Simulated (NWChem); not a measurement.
System: BaBrF; SMILES [F][Ba][Br]

```xyz
3

Ba    -0.3040    -0.8875     0.0000
F      1.3309    -2.3955     0.0000
Br     0.1442     2.0360     0.0000
```
Atoms are numbered in this order, from 1.

Coordinates come from a PBE0/def2-SVP optimisation. Not confirmed as a minimum by frequencies. def2 effective core potentials on Ba; no spin-orbit coupling.

Symmetry labels are those of Cs in the frame above (b1 and b2, or b-type labels, depend on it).

List the 4 lowest vertical singlet excitations from PBE0/def2-SVPD with def2 effective core potentials on Ba, TDA (NWChem).


| state | energy (eV) | oscillator strength | symmetry | leading excitation (squared amplitude) |
|---|---|---|---|---|
| S1 | 4.20 | 0.011 | a' | HOMO → LUMO (0.99) |
| S2 | 4.25 | 0.017 | a" | HOMO−1 → LUMO (0.99) |
| S3 | 4.54 | 0.016 | a' | HOMO−2 → LUMO (0.98) |
| S4 | 5.10 | 0.001 | a" | HOMO → LUMO+1 (0.94) |
